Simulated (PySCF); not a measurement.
GeH₆O₂Si, SMILES O[SiH2][GeH2][OH]. Atoms are numbered in the order given.

```xyz
10

O      1.0046     1.9308     0.0000
Si    -0.5948     1.4675     0.0000
Ge    -0.3405    -0.9234     0.0000
O      1.4806    -0.8033     0.0000
H      1.5958     1.1533     0.0000
H     -1.3220     1.9523     1.2075
H     -1.3220     1.9523    -1.2075
H     -0.7845    -1.7165     1.2545
H     -0.7845    -1.7165    -1.2545
H      1.9600    -1.6411     0.0000
```
Charge 0, spin multiplicity 1.

Geometry optimised at B3LYP-D3(BJ)/def2-SVP. This is a generated structure with no PubChem entry under its InChIKey; it may be hypothetical. Other conformers were not sampled.

Computed with PySCF with PBE0/def2-TZVP.

ESP charges are fitted to the potential on shells at 1.4 to 2.0 van der Waals radii. Atomic charges (e):

```json
[
 {"atom": "O1", "IAO": "-0.81", "ESP fit": "-0.58", "Mulliken": "-0.53", "Löwdin": "-0.14"},
 {"atom": "Si2", "IAO": "0.78", "ESP fit": "0.53", "Mulliken": "0.29", "Löwdin": "[?]"},
 {"atom": "Ge3", "IAO": "0.53", "ESP fit": "0.15", "Mulliken": "0.27", "Löwdin": "[?]"},
 {"atom": "O4", "IAO": "-0.78", "ESP fit": "-0.70", "Mulliken": "-0.65", "Löwdin": "[?]"},
 {"atom": "H5", "IAO": "0.37", "ESP fit": "0.40", "Mulliken": "0.36", "Löwdin": "[?]"},
 {"atom": "H6", "IAO": "-0.14", "ESP fit": "-0.10", "Mulliken": "-0.03", "Löwdin": "-0.04"},
 {"atom": "H7", "IAO": "-0.14", "ESP fit": "-0.10", "Mulliken": "-0.03", "Löwdin": "-0.04"},
 {"atom": "H8", "IAO": "-0.09", "ESP fit": "-0.03", "Mulliken": "0.00", "Löwdin": "-0.06"},
 {"atom": "H9", "IAO": "-0.09", "ESP fit": "-0.03", "Mulliken": "0.00", "Löwdin": "-0.06"},
 {"atom": "H10", "IAO": "0.36", "ESP fit": "0.45", "Mulliken": "0.32", "Löwdin": "0.16"}
]
```

Problem. What belongs in the gaps? (The exact figures need the calculation; the answer reports its results.)

Solution. 
- Si2, Löwdin: 0.03
- Ge3, Löwdin: 0.26
- O4, Löwdin: -0.29
- H5, Löwdin: 0.18
